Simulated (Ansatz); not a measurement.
# Two structures, one formula

Two relaxed structures of Mg2HClO, closed shell (PBE0-D4/def2-TZVP; forces vanish, vibrations not checked).

A:

```
atom    x (Å)    y (Å)    z (Å)
 Mg1  -0.3859   0.2201   0.2738
  O2  -1.6906   0.9633   1.1987
 Mg3   1.6877  -0.9621  -1.1964
 Cl4   3.3173  -1.8915  -2.3520
  H5  -2.3909   1.3634   1.6950
```

B:

```csv
atom,x (Å),y (Å),z (Å)
Mg1,-0.4173,0.3334,0.0819
O2,0.4050,-1.2413,-0.7941
Mg3,2.0664,-0.3134,-1.0506
Cl4,4.1025,-0.4963,-1.8513
H5,0.1885,-2.1439,-1.0485
```

Ansatz 0.2.0; basis: def2-TZVPP; cores frozen in the correlated methods. The outer core shell of Li, Na, Mg and K is correlated. The def2 sets are not built for correlating such inner shells, so the correlated values are less sure here. B3LYP uses VWN-RPA correlation.

Task: Which structure is lower at CCSD(T), and by how much? (An estimate is asked for; the value comes from the calculation.)

Result: Computed: B, by 26.5 kJ/mol (electronic energy, against the other). By their contacts, A is Mg₂HClO ([OH][Mg][Mg][Cl]) and B is Mg₂HClO ([Cl][Mg]1[OH][Mg]1).

Task: Do the other methods give the same order? (A judgement: the text doesn't fix the answer.)

Result: Computed: Not all: HF gives the other order.

```tsv
method	E(B) − E(A) (kJ/mol)
PBE-D4	-26.0
r2SCAN-D4	-21.4
PBE0-D4	-18.0
B3LYP-D4	-21.8
wB97M-V	-25.1
HF	4.2
MP2	-19.3
CCSD	-20.8
CCSD(T)	-26.5
```

T1 diagnostic: at most 0.012. The restricted Hartree–Fock reference is unstable towards an unrestricted one at one or more of these structures. A large double-excitation amplitude points to some diradical character; no triplet was computed.

Labels in which every atom is bracketed show which atoms are joined, not bond orders.

For scale, one of the runs: CCSD(T)/def2-TZVPP, 151 basis functions, launched by `ansatz run in.yaml --threads 2 --pin off --events-out ev --progress --plain --max-ram 4352MiB`. The run took 55 s on 2 CPU threads of an Arm Neoverse V2 (shared host), with 1.2 GiB of host memory at its peak.
